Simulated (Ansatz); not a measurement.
Ligand exchange: C2H7MgN + C2H6GeO → C2H6MgO + C2H7GeN

Species: C2H7MgN `C[CH2][Mg][NH2]`, singlet; C2H6GeO `C[CH2][Ge][OH]`, singlet; C2H6MgO `C[CH2][Mg][OH]`, singlet; C2H7GeN `C[CH2][Ge][NH2]`, singlet. The partners trade NH2 for OH: Mg–NH2 and Ge–OH bonds give way to Mg–OH and Ge–NH2.

Shapes, held fixed at every level: PBE0-D4/def2-TZVP. Flexible molecules stand in one conformer, not always the lowest. Programs: Ansatz 0.2.0. The zero-point and thermal change to 298 K, harmonic and unscaled (PBE0-D4/def2-TZVP), is +2.4 kJ/mol.

| level | kind | ΔH(298 K) (kJ/mol) | less CCSD(T)/def2-TZVPP |
| --- | --- | --- | --- |
| HF/def2-TZVPP | Hartree–Fock | -55.0 | -4.5 |
| BHLYP-D4/def2-TZVPP | global hybrid | -54.0 | -3.5 |
| wB97X-V/def2-TZVPP | range-separated hybrid | -49.5 | +1.0 |
| MP2/def2-SVP | perturbation theory | -63.6 | -13.1 |
| MP2/def2-TZVPP | perturbation theory | -54.6 | -4.1 |
| CCSD/def2-SVP | coupled cluster or CI | -61.6 | -11.1 |
| CCSD/def2-TZVPP | coupled cluster or CI | -51.9 | -1.4 |
| CCSD(T)/def2-TZVPP | coupled cluster or CI | -50.5 | 0.0 |

The highest level, CCSD(T)/def2-TZVPP, gives ΔH(298 K) = -50.5 kJ/mol; the levels span -63.6 to -49.5. The column of differences is taken from that level and isn't an error. No measured value is set beside it here. Relativity is left out for Ge. Outer-core shells of Ge, Mg are correlated, in sets that cover them unevenly.
